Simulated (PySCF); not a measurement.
**Two-component Hartree-Fock for Pt⁺ (platinum, charge +1)**

Start: [Xe] 4f14 5d8 6p1; 5d3/2 filled at m_j = -1/2, +1/2, +3/2; 5d5/2 filled at m_j = -3/2, -1/2, +1/2, +3/2, +5/2; 6p3/2 filled at m_j = +3/2. Calculated with PySCF 2.14 in x2c-TZVPall-2c (11s11p10d2f, 108 functions): generalised Hartree-Fock with the X2C-1e Hamiltonian and a Gaussian nucleus; spin-orbit coupling (SO) screened by Boettger's factors. This is a chosen level, not necessarily the ground level.

```csv
spinor shell,electrons,"ε, screened SO (eV)",weight of nominal j (screened SO),"rms radius, screened SO (bohr)"
1s1/2,2,-78816.2,1.000,0.0194
2s1/2,2,-14003.2,1.000,0.0782
2p1/2,2,-13398.8,1.000,0.0663
2p3/2,4,-11664.2,1.000,0.0741
3s1/2,2,-3366.0,1.000,0.200
3p1/2,2,-3095.5,1.000,0.191
3p3/2,4,-2708.3,1.000,0.207
3d3/2,4,-2263.2,1.000,0.182
4s1/2,2,-769.38,1.000,0.441
4p1/2,2,-653.56,1.000,0.447
4p3/2,4,-560.07,1.000,0.480
4d3/2,4,-370.07,1.000,0.496
4d5/2,6,-351.91,1.000,0.508
5s1/2,2,-133.21,1.000,1.02
4f5/2,6,-106.49,0.998,0.564
4f7/2,8,-102.93,0.999,0.565
5p1/2,2,-94.884,0.996,1.12
5p3/2,4,-77.730,0.998,1.21
5d5/2,5,-24.142,0.726,1.71
5d3/2,3,-25.323,0.851,1.66
6p3/2,1,-10.289,1.000,4.02
```

Q: Where does 3d5/2 lie, and what is the 3d spin-orbit splitting (screened SO)?

A: At -2180.1 eV, 83.097 eV above 3d3/2.

```
   quantity   screened SO
E (hartree)  -18426.12730
        M_J          11/2
       ⟨J²⟩        35.853
       ⟨L²⟩        20.574
       ⟨S²⟩         3.837
```

Each row is a mean over spinors that exchange with the open shell spreads, by up to 6.793 eV (5p3/2).

Rows whose weight is well below 1 are mixtures of j = l ± 1/2: exchange outweighs spin-orbit coupling there, and the label is only the starting occupation.

⟨J²⟩ departs a little from M_J(M_J + 1) because the unrestricted spinors polarise the closed shells.

Breit and QED terms are absent; they matter most for the inner s and p1/2 levels.

Densities and radii are taken from the X2C orbitals without a picture-change correction, which distorts them close to the nucleus.
